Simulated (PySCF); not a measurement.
PySCF job for 3,3-difluoro-2-methylprop-1-ene (C4H6F2), SMILES C=C(C)C(F)F, C-PCM-M06-2X/def2-SVP. The structure is a stationary point at PBE0-D3(BJ)/def2-SVP. One conformer was computed; it need not be the lowest.

```python
import numpy as np
from pyscf import gto, scf, dft
from pyscf.solvent import pcm

mol = gto.M(
    atom='''
    C     1.63196487    0.73647775   -0.26444756
    C     0.32445872    0.67451378   -0.00655325
    C    -0.61657348    1.83460444   -0.08241776
    C    -0.30901415   -0.62540517    0.40496490
    F    -1.35778964   -0.90527904   -0.41143504
    F     0.55442032   -1.65785924    0.33391109
    H     2.10365419    1.67945336   -0.55269239
    H     2.26261213   -0.15186446   -0.19612960
    H    -1.39716683    1.64790902   -0.83652003
    H    -0.08727154    2.76027842   -0.34397696
    H    -1.13438953    1.99206071    0.87885916
    H    -0.70213021   -0.58073732    1.43889740
    ''',
    basis='def2-SVP',
    charge=0,
    spin=0,
    max_memory=1600,
    verbose=3,
)
mf = dft.RKS(mol, xc='m06-2x').density_fit(auxbasis='def2-universal-jkfit')
mf.grids.level = 4
mf.conv_tol = 1e-9
mf.max_cycle = 100
mf.kernel()
res = {}
for name, eps in {'water': 78.355, 'methanol': 32.613, 'N,N-dimethylformamide': 37.219}.items():
    s = mf.PCM()
    s.with_solvent.method, s.with_solvent.eps, s.with_solvent.lebedev_order = 'C-PCM', eps, 29
    s.kernel(mf.make_rdm1())
    res[name] = (s.e_tot, eps, s.dip_moment(), s.mo_energy, s.converged)
    print(f'{name}: electrostatic solvation free energy {(s.e_tot - mf.e_tot) * 627.509474:.3f} kcal/mol')
```

It prints:

```
converged SCF energy = -355.286569694841

WARN: PCM is an experimental feature. It is still in testing.
Features and APIs may be changed in the future.

converged SCF energy = -355.291785180616
Dipole moment(X, Y, Z, Debye):  0.15236,  2.28333,  1.18719
water: electrostatic solvation free energy -3.273 kcal/mol

WARN: PCM is an experimental feature. It is still in testing.
Features and APIs may be changed in the future.

converged SCF energy = -355.291678347169
Dipole moment(X, Y, Z, Debye):  0.15397,  2.27553,  1.18052
methanol: electrostatic solvation free energy -3.206 kcal/mol

WARN: PCM is an experimental feature. It is still in testing.
Features and APIs may be changed in the future.

converged SCF energy = -355.291700949538
Dipole moment(X, Y, Z, Debye):  0.15363,  2.27718,  1.18193
N,N-dimethylformamide: electrostatic solvation free energy -3.220 kcal/mol
```

The calculation finished and met its thresholds.
